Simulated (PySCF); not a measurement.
# Radial density of Se (selenium, neutral)

UHF, [Ar] 3d10 4s2 4p4, high-spin 3P determinant. Calculation: PySCF 2.14, in cc-pVDZ-DK (5s4p2d, 27 functions); scalar relativity by spin-free X2C-1e.

| r (bohr) | 4πr²ρ (e/bohr) | 4πr²(ρα − ρβ) |
| --- | --- | --- |
| 0.000984 | 0.5488 | 0.0000 |
| 0.00166 | 1.314 | 0.0000 |
| 0.00278 | 3.097 | 0.0000 |
| 0.00468 | 7.019 | 0.0000 |
| 0.00788 | 14.72 | 0.0001 |
| 0.0133 | 26.95 | 0.0005 |
| 0.0223 | 39.38 | 0.0030 |
| 0.0375 | 40.82 | 0.0139 |
| 0.0631 | 34.09 | 0.0437 |
| 0.106 | 44.72 | 0.0663 |
| 0.178 | 44.04 | 0.0039 |
| 0.300 | 26.10 | 0.0591 |
| 0.505 | 32.92 | 0.1302 |
| 0.849 | 12.88 | 0.0453 |
| 1.43 | 4.034 | 0.8693 |
| 2.40 | 2.248 | 0.8057 |
| 4.04 | 0.3275 | 0.1349 |
| 6.80 | 0.001290 | 0.0006 |

Densities and radii are taken from the X2C orbitals without a picture-change correction, which distorts them close to the nucleus.
